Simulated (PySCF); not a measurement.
# Simulated absorption spectrum

Compound: C2H3ClSi.
InChI=1S/C2H3ClSi/c1-2-4-3/h1H,4H2

Computed with TDDFT wB97X-D/def2-SVPD, vertical, gas phase, core orbitals frozen in the response (PySCF). Isolated species at its PBE0-D3(BJ)/def2-SVP geometry, gas phase.

Computed states:

```csv
state,E (eV),f
S1,5.81,0.0001
S2,6.16,0.0045
S3,6.26,0.0002
S4,7.26,0.0052
S5,7.52,0.027
S6,8.19,0.0076
S7,8.22,0.311
S8,8.35,0.0087
S9,8.41,0.0004
S10,8.59,0.432
```

Broadening: Gaussians 0.3 eV wide at half height, area fixed by f = 4.319×10⁻⁹ ∫ε dν̃. The cross-section is σ = 3.8235×10⁻²¹ ε cm², given in Mb (10⁻¹⁸ cm²). The width is an assumption, not a result. The curve ends short of the highest state used, and states not computed would add to its high-energy end.

Question: Give the broadened spectrum and its maxima.

Answer: 
(E (eV), σ (Mb)): (5.36, 0.00), (5.45, 0.00), (5.54, 0.00), (5.63, 0.01), (5.72, 0.03), (5.81, 0.06), (5.90, 0.22), (5.99, 0.66), (6.09, 1.36), (6.18, 1.56), (6.27, 1.10), (6.36, 0.48), (6.45, 0.13), (6.54, 0.02), (6.63, 0.00), (6.72, 0.00), (6.81, 0.00), (6.90, 0.03), (6.99, 0.18), (7.08, 0.66), (7.17, 1.58), (7.26, 2.92), (7.35, 5.17), (7.44, 8.19), (7.53, 9.32), (7.63, 6.33), (7.72, 2.72), (7.81, 1.35), (7.90, 5.07), (7.99, 22.44)

Maxima: 201 nm (6.16 eV), ε about 410, made up of S2 (97%); 165 nm (7.51 eV), ε about 2500, made up of S5 (97%) (ε in L mol⁻¹ cm⁻¹; maxima over ε = 5, shares over 10%). At its high-energy end, 7.99 eV, the curve is still rising (ε about 5900, from S7).

Question: On this curve, what absorbance would a 10⁻³ mol/L sample give at 193 nm over a 1 cm path?

Answer: 193 nm is 6.424 eV, where ε is about 52 L mol⁻¹ cm⁻¹, so A = ε c l ≈ 0.052 (Beer–Lambert, with the gas-phase spectrum and the assumed width).

Question: Coming from long wavelengths, where does ε first pass 100 L mol⁻¹ cm⁻¹?

Answer: At about 209 nm (5.94 eV), 0.13 eV above S1.

Question: What would ε be at 7.51 eV, the highest of these maxima, with half the width (0.15 eV)?

Answer: About 4730 L mol⁻¹ cm⁻¹ against 2460, a factor of about 1.9; a lone state at its own centre would give exactly 2.

All these states lie below the vertical ionisation energy of 10.86 eV (ΔSCF).
